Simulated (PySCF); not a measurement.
Fine-structure interval of Hg³⁺ by level of theory

Hg³⁺ [Xe] 4f14 5d9 [5d3/2^4 5d5/2^5, M_J = 5/2] → Hg³⁺ [Xe] 4f14 5d9 [5d3/2^3 5d5/2^6, M_J = 3/2], as a difference of total energies. Computed with PySCF 2.14 in x2c-SVPall-2c, with the two-component X2C-1e Hamiltonian. Correlated levels: [Kr] 4d10 4f14 frozen; the 22 highest virtual spinors dropped. "Screened" scales the spin-orbit matrix elements by Boettger's factors to mimic the two-electron term; Breit and QED terms are absent.

```csv
method,fine-structure interval (cm⁻¹)
GHF (screened spin-orbit),16411
GMP2 (screened spin-orbit),16725
GHF (bare spin-orbit),18833
```
